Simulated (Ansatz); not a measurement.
Several settings on one geometry of the cluster GeS2 (that of the charge 0 singlet, PBE0-D4/def2-TZVP). Ansatz on 4 threads of Arm Neoverse V2 on a shared host; times are rough.

```tsv
atom	x (Å)	y (Å)	z (Å)
Ge1	0.0001	0.0000	0.0000
S2	-0.2962	-1.3027	-1.4816
S3	0.2961	1.3027	1.4815
```

Totals from different functionals, basis sets or treatments of relativity can't be compared as stabilities.

DK, ANO-RCC and x2c sets are all-electron and run with scalar relativity unless a key says otherwise. B3LYP takes the VWN-RPA correlation.

Problem. Give the basis size and estimate the energy, ⟨S²⟩, dipole and time of these runs.

```json
{"run": "1", "method": "RKS BHLYP/aug-cc-pVDZ", "charge": "0", "state": "singlet", "further keys": "final_grid: {core_spheres: 8, valence_spheres: 7, degree: 23}; scf: {omitted_lower_state_checks: [starts]}; forces asked"}
{"run": "2", "method": "RKS B3LYP-D3(BJ)-ATM/x2c-TZVPPall", "charge": "0", "state": "singlet", "further keys": "point_charges: [{charge: 1.00, position_ang: [4.206, 0.985, -0.209]}]; scf: {lower_state_search: off}; forces asked"}
{"run": "3", "method": "RKS ωB97X-V/cc-pVTZ", "charge": "0", "state": "singlet", "further keys": "scf: {omitted_lower_state_checks: [starts]}"}
```

Solution. 
```csv
run,functions,energy (Eh),⟨S²⟩,dipole (D),wall time
1,90,-2873.3830,–,0.00,1 s
2,132,-2897.5326,–,1.56,1.2 s
3,111,-2873.1807,–,–,2.4 s
```
